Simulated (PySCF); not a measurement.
B2ClH7N2.
SMILES with atom numbers: `[Cl:1][BH-:2]1[NH2+:3][BH2-:4][NH2+:5]1` (hydrogens: H6 on B2; H7, H8 on N3; H9, H10 on B4; H11, H12 on N5)

Method: PySCF, PBE0-D3(BJ)/def2-SVP geometry optimisation, gas phase; density fitting, grid level 1; the optimiser is geomeTRIC in internal coordinates, started from a GFN2-xTB structure with every atom displaced at random (about 0.01 Å).

Step 0: E = -16956.8798 eV
```
atom  x, y, z in Å  |  force x, y, z in eV/Å
Cl1    -0.4796   -2.0418    0.5552   -0.084   0.152  -0.123
B2     -0.8078   -0.6178   -0.5915    0.074  -0.021   0.949
N3     -1.8954    0.3679   -0.0064    2.001   0.040   0.920
B4     -0.7697    1.5428   -0.1818   -0.695  -1.047   0.234
N5      0.3358    0.4540   -0.4794    0.221  -0.005   1.380
H6     -1.0269   -0.9605   -1.6968   -0.157  -0.163  -0.787
H7     -2.0875    0.1761    0.9730   -0.220  -0.050   0.023
H8     -2.7300    0.4681   -0.5113   -1.534   0.131  -0.867
H9     -1.0363    2.1835   -1.1272   -0.102   0.594  -0.890
H10    -0.6198    2.1545    0.8238    0.226   0.332   0.582
H11     0.9075    0.6092   -1.2772    0.579   0.087  -0.953
H12     0.9557    0.3025    0.3314   -0.309  -0.050  -0.467
```

Step 1: E = -16957.0012 eV
```
atom  x, y, z in Å  |  force x, y, z in eV/Å
Cl1    -0.4989   -2.0404    0.5566    0.039  -0.139   0.123
B2     -0.7937   -0.6222   -0.5565    0.038   0.015  -0.277
N3     -1.8796    0.3678    0.0154   -0.486   0.088  -0.260
B4     -0.7966    1.5291   -0.1643    0.017   0.159  -0.021
N5      0.3575    0.4636   -0.4625    0.082  -0.028  -0.217
H6     -1.0215   -0.9477   -1.7073    0.008   0.063   0.106
H7     -2.1442    0.1689    0.9769    0.031  -0.009   0.090
H8     -2.7403    0.4558   -0.5359    0.383  -0.056   0.181
H9     -1.0395    2.1938   -1.1573    0.024  -0.047   0.063
H10    -0.6058    2.1697    0.8526   -0.005  -0.019  -0.006
H11     0.9060    0.6033   -1.3116   -0.145  -0.037   0.131
H12     1.0027    0.2967    0.3057    0.015   0.011   0.086
```

Problem. Estimate the geometry and energy of step 2. (The exact step hangs on the optimiser's Hessian estimate; all steps are aligned on step 1, rigid shifts and turns removed.)

Solution. E = -16957.0065 eV, largest force 0.125 eV/Å
```
atom  x, y, z in Å  |  force x, y, z in eV/Å
Cl1    -0.4944   -2.0471    0.5604    0.002  -0.009   0.016
B2     -0.7936   -0.6236   -0.5593    0.036   0.026  -0.060
N3     -1.8815    0.3692    0.0131   -0.125   0.007   0.000
B4     -0.7966    1.5323   -0.1645    0.006   0.044  -0.006
N5      0.3552    0.4628   -0.4642    0.033  -0.046   0.002
H6     -1.0223   -0.9441   -1.7064   -0.006   0.010   0.019
H7     -2.1439    0.1708    0.9772    0.028   0.005   0.002
H8     -2.7327    0.4533   -0.5378    0.058  -0.017   0.008
H9     -1.0364    2.1959   -1.1551    0.004  -0.007   0.011
H10    -0.6059    2.1705    0.8532    0.001  -0.017   0.004
H11     0.8985    0.6004   -1.3122   -0.022  -0.008   0.000
H12     0.9997    0.2981    0.3073   -0.016   0.014   0.005
```

The energy changes by -0.0052 eV. The first-order estimate −F·Δx gives -0.0091 eV and the mean of the old and new forces, exact on a quadratic surface, -0.0052 eV. The step makes an angle of 54° with the force vector and moves no atom by more than 0.009 Å.

What follows is the cost of the whole optimisation. Time: 22 s wall; peak memory 0.46 GiB. Hardware: one thread, Arm Neoverse V1 (aarch64), on a shared host.
